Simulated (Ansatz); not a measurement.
Ansatz (a quantum-chemistry and plane-wave program) input file for C6H8N2, SMILES Nc1ccc(N)cc1, CAM-B3LYP/def2-SVPD. Geometry: PBE0-D3(BJ)/def2-SVP. The values are those of a single conformer.

Ansatz 0.2 input:
```yaml
crystal:
  periodic: [false, false, false]
  atoms:
    - {symbol: N, position_ang: [-2.81659494, -0.08362898, -0.00000000]}
    - {symbol: C, position_ang: [-1.42516724, -0.01221316, -0.00000000]}
    - {symbol: C, position_ang: [-0.69531146, -0.00634668, 1.19702963]}
    - {symbol: C, position_ang: [0.69531144, 0.00634668, 1.19702963]}
    - {symbol: C, position_ang: [1.42516724, 0.01221316, 0.00000000]}
    - {symbol: N, position_ang: [2.81659494, 0.08362898, 0.00000000]}
    - {symbol: C, position_ang: [0.69531146, 0.00634668, -1.19702963]}
    - {symbol: C, position_ang: [-0.69531144, -0.00634668, -1.19702963]}
    - {symbol: H, position_ang: [-3.25647661, 0.28377872, -0.83497716]}
    - {symbol: H, position_ang: [-3.25647662, 0.28377872, 0.83497716]}
    - {symbol: H, position_ang: [-1.22906590, -0.01708818, 2.15175378]}
    - {symbol: H, position_ang: [1.22906589, 0.01708818, 2.15175378]}
    - {symbol: H, position_ang: [3.25647661, -0.28377872, 0.83497716]}
    - {symbol: H, position_ang: [3.25647662, -0.28377872, -0.83497716]}
    - {symbol: H, position_ang: [1.22906590, 0.01708818, -2.15175378]}
    - {symbol: H, position_ang: [-1.22906589, -0.01708818, -2.15175378]}
basis:
  gaussian:
    orbitals: def2-SVPD
hamiltonian:
  xc: {name: CAM-B3LYP}
```

It prints:

```
WARN ansatz: RAYON_NUM_THREADS=2 ignored (pool sized by the plan → 2); use --threads N
Functional definition: CAM-B3LYP
integrals: 0.23 GiB planned
1876 factors; their error is unknown
integrals: 0.26 GiB planned
707 factors; integrals over basis functions are off by at most 5.9e-6 eV
mean field: 2.23 GiB planned
mean field evaluation 1: about -9313.2875 eV, gradient 5.9e1 eV
mean field evaluation 2: about -9314.9567 eV, gradient 5.5e1 eV
mean field evaluation 4: about -9321.4125 eV, gradient 2.6e0 eV
mean field evaluation 8: about -9321.4288 eV, gradient 3.6e-2 eV
mean field evaluation 16: about -9321.3389 eV, gradient 5.3e-5 eV
mean field -9321.33892613 eV, -342.5528873049 hartree, gradient 3.3e-5 eV, S^2 0.000000; 0 other end points of the search recorded, 0 dependent functions left out
reference -9321.33906944 eV, -342.5528925714 hartree; 29, 29 occupied and 195, 195 virtual orbitals, 1876 factors
Total energy: -9321.33906944 eV, -342.5528925714 hartree
```

Self-consistency was reached.

Cost: about 18 core-seconds (a rough figure).
